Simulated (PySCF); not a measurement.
Compound: C₅H₁₂Si.
SMILES with atom numbers: `[CH3:1][CH:2]([CH3:3])[C@H:4]1[CH2:5][SiH2:6]1`

Geometry (GFN2-xTB, Å), atoms numbered from 1 in this order:
```
atom  x, y, z in Å
C1    -1.3564   -1.3591    0.1599
C2    -0.6797   -0.0579   -0.2729
C3    -1.5601    1.1412    0.0706
C4     0.6784    0.0744    0.3828
C5     1.8244   -0.7788   -0.1791
Si6    2.0728    1.0722   -0.4054
H7    -2.3092   -1.4857   -0.3505
H8    -1.5383   -1.3503    1.2329
H9    -0.7229   -2.2121   -0.0726
H10   -0.5393   -0.0865   -1.3599
H11   -2.5256    1.0653   -0.4247
H12   -1.7295    1.1907    1.1444
H13   -1.0797    2.0657   -0.2427
H14    0.6059    0.0628    1.4666
H15    2.4095   -1.3320    0.5426
H16    1.5714   -1.3924   -1.0333
H17    1.8448    1.6306   -1.7262
H18    3.0247    1.7580    0.4490
```

Definitions: NICS(0) = −σiso at the ring centroid; NICS(1) = −σiso and NICS(1)zz = −σzz at ±1 Å along the ring normal z. Level: GIAO PBE0/pcSseg-1 (PySCF, non-relativistic, gas phase) on the GFN2-xTB geometry, one conformer.

Ring bond lengths (Å), with Mayer bond orders in brackets: C4–C5 1.535 (0.89), C5–Si6 1.881 (0.96), Si6–C4 1.887 (0.94).

Q: Give the NICS values of each ring in ppm.

A: 
| ring | type | NICS(0) | NICS(1), two faces | NICS(1)zz, two faces | rms pucker (Å) | centre to ring atoms, mean (Å) |
| --- | --- | --- | --- | --- | --- | --- |
| C4–C5–Si6 | 3-membered ring with Si; formal bonds all single | -28.0 | -8.0 / -8.9 | -14.6 / -18.4 | 0.00 | 1.02 |

Q: What can be read from them?

A: 
- C4–C5–Si6: mean NICS(1)zz -16.5 ppm, shielded. C4, C5, Si6 have four or more neighbours, and the NICS criterion for π rings isn't applied. The two faces differ by 3.8 ppm, so no symmetry operation interchanges them. NICS(0) lies 20 ppm below the mean NICS(1).

Q: Give the inner angles of the rings and the Hirshfeld charges of the ring atoms.

A: 
- C4–C5–Si6: C4 65.8° (-0.107 e), C5 66.2° (-0.169 e), Si6 48.1° (+0.289 e); sum 180.0° against 180° for a flat convex ring.

Q: How shielded are the nuclei of the rings and their hydrogens (means over atoms taken as equivalent)?

A: 
```json
{"atoms": "C4", "environment": "sp3 carbon bound to silicon", "σ isotropic (ppm)": "165.1"}
{"atoms": "C5", "environment": "sp3 carbon bound to silicon", "σ isotropic (ppm)": "185.5"}
{"atoms": "Si6", "environment": "SiH2 silicon", "σ isotropic (ppm)": "496.8"}
{"atoms": "H14", "environment": "methine hydrogen", "σ isotropic (ppm)": "31.03"}
{"atoms": "H15", "environment": "methylene hydrogen", "σ isotropic (ppm)": "30.93"}
{"atoms": "H16", "environment": "methylene hydrogen", "σ isotropic (ppm)": "31.46"}
{"atoms": "H17", "environment": "Si–H hydrogen", "σ isotropic (ppm)": "29.39"}
{"atoms": "H18", "environment": "Si–H hydrogen", "σ isotropic (ppm)": "29.13"}
```
